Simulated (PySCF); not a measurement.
A run for PySCF: R-M06-2X/def2-TZVPPD on CH2O (SMILES C=O).

```python
from pyscf import gto, dft

mol = gto.M(
    atom='''
    C     0.07155211   -0.91969288    3.50824959
    O     0.78391685   -0.62568458    2.56960712
    H    -0.99694182   -0.66841601    3.50194302
    H     0.49998366   -1.44185158    4.37156252
    ''',
    basis='def2-tzvppd',
    charge=0, spin=0, verbose=4, max_memory=1800)
mf = dft.RKS(mol, xc='m062x').density_fit(auxbasis='def2-universal-jkfit')
mf.grids.level = 4
mf.conv_tol = 1e-9
mf.max_cycle = 150
mf.kernel()
mf.dip_moment()
```

What total energy does the run end on?

-114.4999 hartree.
